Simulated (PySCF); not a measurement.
Two-component Hartree-Fock for La²⁹⁺ (lanthanum, charge +29)

Start: [Ar] 3d10. Calculated with PySCF 2.14 in an even-tempered Gaussian basis (16 s from 4.6 bohr⁻², ratio 2.8; 13 p from 6 bohr⁻², ratio 2.8; 8 d from 6 bohr⁻², ratio 2.8; 3 f from 26 bohr⁻², ratio 3): generalised Hartree-Fock with the X2C-1e Hamiltonian and a Gaussian nucleus; one run each with spin-orbit coupling (SO) switched off, then screened by Boettger's factors.

| spinor shell | electrons | ε, spin-free (eV) | ε, screened SO (eV) | weight of nominal j (screened SO) | rms radius, screened SO (bohr) |
| --- | --- | --- | --- | --- | --- |
| 1s1/2 | 2 | -40148.1 | -40143.5 | 1.000 | 0.0286 |
| 2s1/2 | 2 | -7330.0 | -7328.7 | 1.000 | 0.116 |
| 2p1/2 | 2 | -6670.9 | -6961.4 | 1.000 | 0.0998 |
| 2p3/2 | 4 | -6670.9 | -6542.7 | 1.000 | 0.106 |
| 3s1/2 | 2 | -2328.9 | -2328.6 | 1.000 | 0.299 |
| 3p1/2 | 2 | -2113.4 | -2173.8 | 1.000 | 0.290 |
| 3p3/2 | 4 | -2113.4 | -2086.6 | 1.000 | 0.301 |
| 3d3/2 | 4 | -1812.3 | -1823.4 | 1.000 | 0.271 |

(1) Where does 3d5/2 lie, and what is the 3d spin-orbit splitting (screened SO)?

| quantity | spin-free | screened SO |
| --- | --- | --- |
| E (hartree) | -8052.71045 | -8056.05543 |
| M_J | 0 | 0 |
| ⟨J²⟩ | 0.000 | 0.000 |
| ⟨L²⟩ | 0.000 | 0.020 |
| ⟨S²⟩ | 0.000 | 0.020 |

Breit and QED terms are absent; they matter most for the inner s and p1/2 levels.

Densities and radii are taken from the X2C orbitals without a picture-change correction, which distorts them close to the nucleus.

Without spin-orbit coupling the j labels of p, d and f shells carry no meaning; the spin-free column gives the mean over the occupied spinors of each nl shell.

## Answers

(1) At -1804.8 eV, 18.615 eV above 3d3/2.
